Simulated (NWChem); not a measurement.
Species: CH$_{3}$FMgO; SMILES C[O][Mg][F]

```xyz
7

Mg     0.0688    -1.0146     0.0000
F      0.5045    -2.7192     0.0007
O     -0.3668     0.6917    -0.0008
C     -0.7071     2.0221    -0.0013
H     -1.3053     2.2998     0.8893
H      0.1844     2.6805    -0.0046
H     -1.3104     2.2978    -0.8891
```
Atoms are numbered in this order, from 1.

Level: PBE0/def2-SVP (NWChem), optimised geometry, unscaled harmonic frequencies. 

```tsv
frequency (cm⁻¹)	IR intensity (km/mol)
84	1.0
84	1.0
176	121.2
176	121.2
492	0.0
841	52.1
1188	0.0
1188	0.0
1316	343.6
1475	0.5
1475	0.5
1482	28.8
2976	140.4
3047	60.9
3047	60.9
```

- zero-point energy = 27.2 kcal/mol
- thermal correction to the enthalpy at 298.15 K (with zero-point energy) = 31.5 kcal/mol
- heat capacity Cv = 16.3 cal/(mol K)
- entropy at 298.15 K and 1 atm (symmetry number 3) = 73.6 cal/(mol K)
- dipole moment = 1.64 D

Rigid rotor and harmonic oscillator; modes under 100 cm⁻¹ make the entropy uncertain.
